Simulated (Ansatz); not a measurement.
CH₅FGeOSi, SMILES `F[SiH]1[CH2][GeH2][O]1`, 10 atoms. Charge 0, multiplicity 1. Correlated methods include outer-core shells of Ge, which these sets cover unevenly. Scalar relativity is left out up to krypton. All runs use 4 threads of a server CPU on a shared host. Correlated methods freeze the cores.

**Question.** How many basis functions does each run have, and how long does it take in Ansatz? RKS PBE0-D4/def2-TZVP frequencies; RKS r2SCAN0-D4/def2-TZVPP energy; RKS BLYP-D4/def2-TZVPP energy; RKS ωB97M-V/def2-SVP energy; RKS PBE0-D4/def2-SVP energy; RKS B97M-V/def2-TZVPP energy; RKS PBE0-D4/def2-TZVP relaxation (7 steps); RKS r2SCANh-D4/def2-TZVPP energy; RHF-CCSD(T)/def2-TZVPP energy; RKS ωB97M-V/def2-QZVPP energy; RHF-CCSD(T)/def2-SVP energy; direct RPA on PBE orbitals/def2-TZVPP energy. (An estimate is asked.)

**Answer.** Computed: Other jobs shared the machine, so times are rough.

```tsv
level	job	functions	wall time	peak host memory (GiB)
RKS PBE0-D4/def2-SVP	energy	117	2 s	0.26
RKS BLYP-D4/def2-TZVPP	energy	253	2.9 s	0.35
RKS ωB97M-V/def2-SVP	energy	117	7 s	0.4
direct RPA on PBE orbitals/def2-TZVPP	energy	253	7.5 s	0.62
RKS r2SCAN0-D4/def2-TZVPP	energy	253	7.5 s	0.78
RKS r2SCANh-D4/def2-TZVPP	energy	253	8 s	0.77
RHF-CCSD(T)/def2-SVP	energy	117	11 s	0.62
RKS B97M-V/def2-TZVPP	energy	253	12 s	0.45
RKS ωB97M-V/def2-QZVPP	energy	480	27 s	2.5
RKS PBE0-D4/def2-TZVP	relaxation (7 steps)	208	39 s	0.64
RKS PBE0-D4/def2-TZVP	frequencies	208	3.3 min	0.65
RHF-CCSD(T)/def2-TZVPP	energy	253	4.3 min	5.7
```
